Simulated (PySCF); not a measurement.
Cl$_{2}$Pb, charge +1, doublet, geometry from GFN2-xTB (such geometries of metal compounds can be far from the true shape) (a state made from the parent by changing its charge; the spin is typed, not shown lowest) (core potentials on Pb). Base run: CAMB3LYP/def2-SVP (PySCF).

Input for PySCF:
```python
from pyscf import gto, scf, dft

mol = gto.M(
    atom='''
Pb    0.010156   -0.015659    0.634723
Cl    0.889491    1.051078   -1.520427
Cl   -0.938478   -0.975544   -1.541178
''',
    basis='def2-svp',
    ecp={'Pb': 'def2-svp'},
    charge=1,
    spin=1,
    verbose=3,
)

mf = dft.UKS(mol)
mf.xc = 'camb3lyp'
mf.kernel()
mf.analyze()
```

Each row names what was changed in the base input (with any setting that the change needs).

```
change                                                                                                                  ΔE vs base (mEh)  fitting functions                outcome
----------------------------------------------------------------------------------------------------------------------  ----------------  -----------------  ---------------------
base                                                                                                                               0.000                  -              converged
auxbasis = cc-pvdz-jkfit                                                                                                               -                  -  stopped with an error
auxbasis = def2-universal-jkfit                                                                                                   -0.003                507              converged
exchange = seminumerical (SGX) (with mf = sgx.sgx_fit(mf, auxbasis='def2-universal-jfit'); with mf.with_df.dfj = True)            -0.262                160              converged
auxbasis = cc-pvtz-ri                                                                                                                  -                  -  stopped with an error
only_dfj = on; auxbasis = def2-universal-jfit                                                                                     -0.257                160              converged
auxbasis = even-tempered beta=3.0                                                                                                -23.401                345              converged
auxbasis = even-tempered beta=2.0                                                                                                 -0.003                522              converged
auxbasis = def2-svp-ri                                                                                                                 -                  -  stopped with an error
auxbasis = def2-universal-jfit                                                                                                    1271.4                160              converged
```

A fitting set is made for a task (jfit for Coulomb, jkfit for Coulomb and exchange, ri for correlation) and for a family of orbital bases.

Open shells are given as the SCF converged; they aren't shown to be the lowest states, and a large step between rows can be another state.

- auxbasis = cc-pvdz-jkfit: ended with `pyscf.lib.exceptions.BasisNotFoundError: Basis set not found for Pb in cc-pvdz-jkfit`
- auxbasis = cc-pvtz-ri: ended with `pyscf.lib.exceptions.BasisNotFoundError: Basis set not found for Pb in cc-pvtz-ri`
- auxbasis = def2-svp-ri: ended with `pyscf.lib.exceptions.BasisNotFoundError: Basis set not found for Pb in def2-svp-ri`
